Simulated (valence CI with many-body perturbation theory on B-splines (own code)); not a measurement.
Results of a calculation; reference values are marked as such.
# Os4+: what the settings do

Level of theory: configuration interaction combined with many-body perturbation theory (CI+MBPT): four valence electrons over a frozen Dirac-Fock core [Xe] 4f14, radial functions for each j: 6 s, 6 p, 5 d, 5 f, 1 g, with the one-electron correlation potential Σ1, the two-electron term Σ2, the three-electron term Σ3, Breit, model QED; selected CI, second order for the rest, scaled by the run's own slope (own B-spline code, finite nucleus).

Set against measurement, 20 paired levels are off by 377 cm⁻¹ on average, the worst by 796. Only levels of the ground parity were solved; by the run's estimate the other parity begins above the list, which can be wrong where configurations are misplaced.

The reference run has the lowest level 5d4 5D_0 and an ionisation energy of 55.8736 eV. Its largest variational space holds 9996 state functions.

Names give the largest LS component (configuration and term), which can be under half, so a name can repeat, a term be missing and a line seem to break the LS rules; names also repeat where a configuration has a term twice.

Changed runs:
A. scale of Σ1 1 → 0
B. Davidson tolerance 2e-05 → 0.0003
C. scale of Σ1 1 → 0; scale of Σ2 1 → 0; three-electron term on → off
D. start configuration 5d4 → 6d4 (bad on purpose)

Excitation energies of the reference run in cm⁻¹, and shifts in cm⁻¹:

```tsv
Level	Reference	A	B	C
5d4 5D_1	4004	-564	0	-555
5d4 5D_2	7674	-930	0	-975
5d4 5D_3	10652	-1125	0	-1273
5d4 5D_4	12781	-1114	0	-1369
5d4 3P_0	18740	-1075	0	-2402
5d4 3H_4	20433	-1005	0	-695
5d4 3G_3	24307	-1127	0	-1318
5d4 3F_2	24987	-1144	0	-2090
5d4 3P_1	25181	-1470	0	-3178
5d4 3H_5	25374	-1366	0	-1010
5d4 3H_6	27690	-1472	0	-1091
5d4 3G_4	30074	-1698	0	-1994
Ionisation energy (eV)	55.8736	-1.4239	0	-2.2053
```

No effect on these energies: B.

Run D: It gave no result: the start configuration must fill the lowest shells above the core. The program said: "6d is not the lowest shell of its kind above the core".
